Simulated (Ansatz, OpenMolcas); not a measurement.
The same job for Ansatz

This OpenMolcas 26.06 job computes CH4AlNO (SMILES C1[NH][AlH][O]1):

job.input:
```
&GATEWAY
BasLib=$CurrDir
Coord
8
angstrom
C       -0.254000       0.762000      -0.440000
N        0.576900       0.253100       0.654700
Al       0.036100      -1.359500       0.209100
O       -0.820500      -0.429100      -0.975000
H        0.332400       1.276900      -1.213500
H       -1.052500       1.431000      -0.090700
H        1.107700       0.887000       1.221500
H        0.166000      -2.878600       0.578000
Basis=STO-3G
Group=NoSym
&SEWARD
&SCF
Thresholds=1e-10 1e-07 1e-07 1e-05
PrOrbitals=1 1
&ALASKA
```

```bash
$ export MOLCAS_MEM=1860
$ pymolcas job.input > job.log
```

(Basis files named in the input come from the Basis Set Exchange and aren't shown.)

The shape is that of a PBE0-D4/def2-TZVP optimisation.

The shape isn't stationary at this level (largest force 3.1 eV/Å).

It gives a total energy of -406.367332 Eh.

Task: Translate the job to Ansatz 0.2.0 as an input file of the program's own.

Result: One way, which was run:

molecule.yaml:
```yaml
crystal:
  periodic: [false, false, false]
  atoms:
    - symbol: C
      position_ang: [-0.254000, 0.762000, -0.440000]
    - symbol: N
      position_ang: [0.576900, 0.253100, 0.654700]
    - symbol: Al
      position_ang: [0.036100, -1.359500, 0.209100]
    - symbol: O
      position_ang: [-0.820500, -0.429100, -0.975000]
    - symbol: H
      position_ang: [0.332400, 1.276900, -1.213500]
    - symbol: H
      position_ang: [-1.052500, 1.431000, -0.090700]
    - symbol: H
      position_ang: [1.107700, 0.887000, 1.221500]
    - symbol: H
      position_ang: [0.166000, -2.878600, 0.578000]
basis:
  gaussian:
    orbitals: STO-3G
hamiltonian:
  xc: hf
accuracy: high
output: {forces: true, orbitals: {seedname: orbitals}}
```

```bash
$ ansatz run molecule.yaml --threads 1 --pin off --max-ram 2610MiB --events-out events.jsonl --progress --plain --runs-dir runs
```

Its energy is -406.367332 Eh, the same as the first but for the last digit, at most.
